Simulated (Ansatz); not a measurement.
Reaction (isomerisation): `BCC(C)[SiH3]` → `CBCC[SiH3]`

Program: Ansatz. Geometries: PBE0-D4/def2-TZVP. ΔE: electronic, gas phase. CBS: MP2 limit from def2 TZ/QZ plus the TZ coupled-cluster correction, frozen cores. DFT in def2-TZVPP. HSE06 is defined as in plane-wave codes. Each species was taken in one conformer, which may not be the lowest.

`BCC(C)[SiH3]`:

```xyz
16

B     0.441   -2.179    0.544
C     0.468   -0.658    0.832
C    -0.466    0.265    0.049
C    -0.597    1.645    0.684
Si    0.122    0.384   -1.737
H     1.324   -2.884    0.942
H    -0.500   -2.688    0.003
H     1.488   -0.256    0.877
H     0.160   -0.672    1.902
H    -1.457   -0.205    0.010
H    -0.975    1.570    1.709
H     0.373    2.151    0.732
H    -1.279    2.292    0.126
H    -0.834    1.154   -2.578
H     0.283   -0.982   -2.313
H     1.447    1.064   -1.782
```

`CBCC[SiH3]`:

Cartesian coordinates in Å:
```
C 0.556 2.296 0.998
B 0.823 1.354 -0.214
C -0.225 0.322 -0.730
C 0.176 -0.955 0.057
Si -0.923 -2.414 -0.374
H 1.413 2.407 1.667
H -0.337 2.057 1.580
H 0.398 3.297 0.566
H 1.906 1.374 -0.740
H -0.162 0.118 -1.802
H -1.261 0.584 -0.490
H 1.216 -1.231 -0.153
H 0.115 -0.783 1.138
H -0.824 -2.705 -1.830
H -2.340 -2.089 -0.055
H -0.532 -3.634 0.384
```

```json
{"species": "`BCC(C)[SiH3]`", "HSE06 energy (Eh)": "-434.97830"}
{"species": "`CBCC[SiH3]`", "HSE06 energy (Eh)": "-435.00069"}
```

Task: Work out ΔE.

Result: ΔE = (-435.00069) − (-434.97830) = -0.02239 Eh = -58.8 kJ/mol. CCSD(T)/CBS gives -53.4 kJ/mol.

Largest T1 diagnostic among the species: 0.010.

Leaving LDA and LC-ωPBE aside and taking each functional with its dispersion term where it has one, the values, not all of them listed here, spread over 8.2 kJ/mol, from B97M-V to ωB97X-V. LDA lies +3.7 kJ/mol from PBE without D4. The D4 term adds +4.8 kJ/mol with B3LYP and +2.5 kJ/mol with PBE0; it sums over pairs of atoms, weighted by their polarisabilities, and B3LYP, whose exchange is more repulsive, gets the larger term.

B3LYP here is the variant with VWN-RPA as its local correlation; programs differ in this.
